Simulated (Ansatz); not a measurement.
The cluster Si4Te3⁺. The state is a doublet with charge 1. Geometry PBE-D4/def2-SVP.

```xyz
7

Si    0.180    1.876    1.158
Si   -0.307   -1.527   -1.562
Si   -1.080   -0.034    0.436
Si    1.369   -0.587   -0.041
Te    0.389    1.337   -1.562
Te   -2.775   -1.518   -0.493
Te    2.226    0.453    2.065
```

In the def2 sets Te takes a core potential; there is no spin–orbit coupling. The structure comes from a short search, and lower isomers may exist.

**Question.** Estimate the α-spin orbital energies around the gap (eV) in Ansatz with PBE-D4/def2-TZVP, revPBE-D4/def2-TZVP, r2SCAN-D4/def2-TZVP, PBE0-D4/def2-SVP, PBE0-D4/def2-TZVP.

**Answer.** 
| orbital | PBE-D4/def2-TZVP | revPBE-D4/def2-TZVP | r2SCAN-D4/def2-TZVP | PBE0-D4/def2-SVP | PBE0-D4/def2-TZVP |
| --- | --- | --- | --- | --- | --- |
| HOMO−5 | -11.40 | -11.35 | -11.71 | -12.59 | -12.39 |
| HOMO−4 | -10.72 | -10.67 | -11.00 | -11.86 | -11.67 |
| HOMO−3 | -10.04 | -9.99 | -10.26 | -11.04 | -10.89 |
| HOMO−2 | -9.83 | -9.79 | -10.09 | -10.86 | -10.74 |
| HOMO−1 | -9.50 | -9.44 | -9.72 | -10.49 | -10.38 |
| HOMO | -9.10 | -9.05 | -9.35 | -10.05 | -9.91 |
| LUMO | -7.56 | -7.49 | -7.56 | -7.14 | -6.96 |
| LUMO+1 | -7.14 | -7.07 | -7.10 | -6.64 | -6.51 |
| LUMO+2 | -6.92 | -6.85 | -6.87 | -6.45 | -6.28 |
| LUMO+3 | -6.73 | -6.66 | -6.67 | -6.22 | -6.09 |
| LUMO+4 | -6.56 | -6.50 | -6.49 | -6.03 | -5.90 |
| LUMO+5 | -6.19 | -6.11 | -6.04 | -5.59 | -5.49 |
| β HOMO | -9.41 | -9.35 | -9.61 | -10.37 | -10.27 |
| β LUMO | -8.68 | -8.60 | -8.63 | -8.32 | -8.13 |
